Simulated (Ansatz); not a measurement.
Total energies of In₁₄As₁₄H₃₄, a nanocrystal cut from wurtzite InAs (hydrogen-capped) from Ansatz at r2SCANh-D4/def2-SVP, gas phase (1 Eh = 27.2114 eV = 2625.5 kJ/mol). The reference geometry is relaxed at PBE-D4/def2-SVP.

Cartesian coordinates in Å:
```
As -1.536 3.501 3.997
In 1.104 3.111 4.730
In 1.202 5.420 0.719
As 1.737 3.140 2.116
In -3.010 1.557 2.869
As -2.153 -0.458 4.496
In -2.302 3.188 -0.769
As 0.049 4.201 -1.443
As -1.726 1.001 0.637
In 0.906 0.907 0.974
In -0.655 -2.507 3.565
As 1.442 -1.194 2.581
In 1.689 2.621 -2.816
As 2.131 0.480 -1.316
In 4.788 0.755 -0.976
In 3.152 -2.999 1.591
As 5.139 -1.469 0.639
As -3.323 2.018 -3.004
In -2.707 -1.247 -0.430
As -1.828 -3.178 1.268
In -2.073 0.073 -4.426
As 0.157 1.559 -4.811
As -1.368 -1.753 -2.664
In 1.294 -1.756 -2.490
In -0.304 -5.128 0.246
As 1.755 -3.648 -0.592
In -2.356 -3.912 -3.946
As -1.591 -5.755 -2.026
H -2.406 4.137 5.081
H -1.596 4.668 3.013
H 1.624 4.549 5.553
H 1.080 1.477 5.345
H -0.127 6.162 1.573
H 2.705 6.128 0.212
H 3.250 2.924 2.035
H -4.740 1.713 2.912
H -1.350 0.164 5.637
H -3.292 -1.008 5.354
H -3.471 4.273 -0.062
H -0.308 5.330 -2.415
H -0.392 -3.755 4.747
H 2.121 -0.600 3.816
H 3.065 3.420 -3.529
H 5.063 2.081 0.118
H 5.622 0.351 -2.446
H 3.613 -4.298 2.655
H 6.011 -1.156 1.856
H 6.112 -2.466 0.009
H -3.834 3.083 -3.976
H -4.697 1.472 -2.621
H -4.451 -1.261 -0.545
H -3.083 -3.924 1.729
H -2.916 -0.313 -5.900
H -0.135 2.605 -5.888
H 1.088 0.700 -5.665
H 2.095 -2.153 -3.990
H 0.059 -6.456 1.311
H 2.656 -4.684 -1.269
H -4.092 -3.893 -3.839
H -1.345 -4.281 -5.312
H -2.766 -6.626 -1.582
H -0.776 -6.896 -2.634
```

```tsv
state	geometry	energy (Eh)
charge 0 singlet	reference	-33982.12453
charge 1 doublet	reference	-33981.86196
charge -1 doublet	reference	-33982.16790
free As atom (quartet)	–	-2235.52649
free In atom (doublet)	–	-190.16365
free H atom (doublet)	–	-0.49922
```

In the def2 sets In takes a core potential; there is no spin–orbit coupling. Single mean-field runs in def2-SVP are fitted with def2-universal-jkfit.

Q: Work out the vertical ionisation energy to the doublet.

A: E(charge 1 doublet) − E(charge 0 singlet) = -33981.86196 − (-33982.12453) = 0.26257 Eh = 7.14 eV. For comparison, −ε of the highest occupied level is 6.05 eV at this level, 1.09 eV less.

Q: Work out the vertical electron affinity, to the doublet.

A: E(charge 0 singlet) − E(charge -1 doublet) = -33982.12453 − (-33982.16790) = 0.04337 Eh = 1.18 eV. The basis lacks diffuse functions, which makes affinities too small.

Q: Give the fundamental gap IE − EA, the Mulliken electronegativity (IE + EA)/2 and the hardness (IE − EA)/2.

A: From the values in Eh: IE − EA = 0.26257 − 0.04337 = 0.21920 Eh = 5.96 eV; (IE + EA)/2 = 4.16 eV; (IE − EA)/2 = 2.98 eV. The HOMO–LUMO gap of the same run is 3.89 eV, 2.07 eV smaller than the fundamental gap.

Q: What is the binding energy per atom against free atoms?

A: Atoms: 14 × (-2235.52649) + 14 × (-190.16365) + 34 × (-0.49922) = -33976.63544 Eh. Binding: -33976.63544 − (-33982.12453) = 5.48909 Eh = 149.37 eV, or 2.41 eV for each of 62 atoms (no zero-point energy, no counterpoise term).
